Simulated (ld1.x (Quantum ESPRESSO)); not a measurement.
**What one change does to a pseudopotential (tin (Sn), PAW)**

| Property | Result |
| --- | --- |
| Element | tin (Sn) |
| Generator | ld1.x (Quantum ESPRESSO) 7.5 |
| Type | PAW |
| Functional | Wu–Cohen |
| Relativity | scalar-relativistic |
| Frozen core | [Kr] |
| Valence charge | 14 |
| Reference configuration | 4d10 5s1.5 5p2.5 |
| Partial waves | 5s (bound): rcut 1.40, rcutus 1.80 bohr; 5s channel at -0.1 Ry: rcut 1.40, rcutus 1.80 bohr; 5p (bound): rcut 2.50, rcutus 3.00 bohr; 5p channel at 0.8 Ry: rcut 2.50, rcutus 3.00 bohr; 4d (bound): rcut 0.85, rcutus 1.05 bohr; 4d channel at 2.2 Ry: rcut 0.85, rcutus 1.05 bohr |
| Local potential | all-electron potential smoothed inside 2.75 bohr (lloc = -1) |
| Core correction | Bessel-smoothed model core, default radius (core density twice the valence density) |
| Augmentation charge | PSQ, inside the norm-conserving radii |

Change: waves 5s (bound): rcut 1.40, rcutus 2.14 bohr; 5s channel at -0.1 Ry: rcut 1.40, rcutus 2.14 bohr.

Cutoffs: the cutoffs (Ry, on a coarse ladder) from which the occupation-weighted sum of valence levels, in a spherical-Bessel basis at the reference potential, stays within 10 and 1 mRy of its value at 400 Ry; they do not see the model core or the augmentation charge, which bear on the density cutoff. Errors are all-electron minus pseudo energies relative to the spin-unpolarised reference configuration.

Task: What does the change do?

Result: The potential gets neither clearly harder nor softer (110 Ry and 200 Ry → 110 Ry and 200 Ry); the d channel sets the loose cutoff, while the largest relative change is in s, which becomes softer; the errors of the 7 common tests hardly move; neither file shows a bound ghost.

| quantity | base | changed |
| --- | --- | --- |
| cutoff, loose | 110 Ry | 110 Ry |
| cutoff, tight | 200 Ry | 200 Ry |
| loose cutoff by channel (10 mRy a level) | s 10 Ry, p 6 Ry, d 90 Ry | s 6 Ry, p 6 Ry, d 90 Ry |
| bound ghosts | none | none |
| error for 4d10 5s2 5p2, meV [ΔE -3.48 eV] | +0.4 | +0.5 |
| error for 4d10 5s2 5p1, meV [ΔE 3.42 eV] | -1.0 | -0.9 |
| error for 4d10 5s2 5p0, meV [ΔE 17.41 eV] | -5.1 | -4.6 |
| error for 4d10 5s1 5p2, meV [ΔE 11.13 eV] | -2.1 | -2.1 |
| error for 4d10 5s1 5p0, meV [ΔE 48.45 eV] | -16 | -16 |
| error for 4d10 5s0 5p4, meV [ΔE 10.79 eV] | +0.1 | +0.1 |
| error for 4d10 5s1 5p3, meV [ΔE 3.54 eV] | -0.3 | -0.3 |
| s: phases at 3.26 bohr within 0.05 rad from the reference energy up to (Ry; the scan ends near 5) | to the end of the scan | to the end of the scan |
| p: phases at 3.26 bohr within 0.05 rad from the reference energy up to (Ry; the scan ends near 5) | 2.4 | 2.4 |
| d: phases at 3.26 bohr within 0.05 rad from the reference energy up to (Ry; the scan ends near 5) | 4.3 | 4.3 |
| lowest overlap eigenvalue by channel | s 0.71, p 0.59, d 0.96 | s 0.36, p 0.59, d 0.96 |
